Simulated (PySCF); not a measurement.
TDDFT excited states: C5H9NO

C₅H₉NO.
InChI=1S/C5H9NO/c1-5(2)3-7-4-6/h4,6H,1,3H2,2H3/b6-4+

Method: TDDFT CAM-B3LYP/def2-SVPD, vertical, gas phase, core orbitals frozen in the response (PySCF 2.14.0, density-fitted response routines). Geometry: PBE0-D3(BJ)/def2-SVP, one conformer, isolated molecule. Torsions of this conformer, `[H]/[N:7]=[CH:6]/[O:5][CH2:4][C:2](=[CH2:1])[CH3:3]`: C1–C2–C4–O5 -126°, C2–C4–O5–C6 -179°, C4–O5–C6–N7 0°.

| state | E (eV) | λ (nm) | ν̃ (cm⁻¹) | f | main configurations (H = HOMO, L = LUMO) |
| --- | --- | --- | --- | --- | --- |
| S1 | 6.47 | 191.8 | 52150 | 0.0005 | H-2→L+2 (84%), H→L+2 (11%) |
| S2 | 7.17 | 173.0 | 57820 | 0.074 | H→L (53%), H→L+3 (22%), H→L+1 (19%) |
| S3 | 7.25 | 171.1 | 58440 | 0.418 | H→L+1 (50%), H→L (36%) |
| S4 | 7.59 | 163.4 | 61190 | 0.036 | H-1→L (21%), H-1→L+1 (20%), H-1→L+2 (14%) |
| S5 | 7.63 | 162.6 | 61500 | 0.025 | H-1→L+2 (25%), H-1→L+1 (21%), H-1→L+3 (14%) |
| S6 | 7.78 | 159.4 | 62740 | 0.152 | H-1→L+2 (37%), H-2→L+1 (20%), H-2→L+3 (15%) |
| S7 | 7.87 | 157.6 | 63440 | 0.012 | H-1→L (54%), H-1→L+1 (32%) |
| S8 | 8.03 | 154.5 | 64730 | 0.028 | H→L+2 (53%), H→L+4 (18%) |
| S9 | 8.17 | 151.7 | 65930 | 0.0067 | H→L+4 (34%), H-3→L (28%), H-3→L+1 (10%) |
| S10 | 8.20 | 151.2 | 66130 | 0.014 | H-3→L (29%), H→L+4 (27%), H→L+2 (13%) |

Triplets, Tamm–Dancoff:

| state | E (eV) | λ (nm) | main configurations (H = HOMO, L = LUMO) |
| --- | --- | --- | --- |
| T1 | 4.30 | 288.3 | H→L (63%), H→L+1 (25%) |
| T2 | 5.20 | 238.3 | H-1→L+2 (86%) |
| T3 | 5.69 | 218.0 | H-2→L+2 (85%), H→L+2 (8%) |
| T4 | 7.04 | 176.1 | H→L+1 (41%), H→L+3 (29%), H→L (22%) |

The lowest singlet comes at 192 nm (624 kJ/mol) in the vacuum ultraviolet; it is very weak; its leading configuration is HOMO-2→LUMO+2 (84%). The most intense listed level is S3 at 7.25 eV (171 nm, f = 0.418), 0.78 eV above S1. Löwdin shares by element: HOMO carbon 80% or more (atoms not listed hold the other 20%); LUMO carbon 61% or more (atoms not listed hold the other 39%). Weighted by f, the mean energy of these states is 7.43 eV. Of the 10 states listed, 8 reach f = 0.01 and none stays under 0.0005. The listed states span 1.73 eV, and the widest gap between neighbours is 0.70 eV (S1 to S2). All these states lie below the vertical ionisation energy of 9.53 eV (ΔSCF). The window holds the lowest 10 singlets.
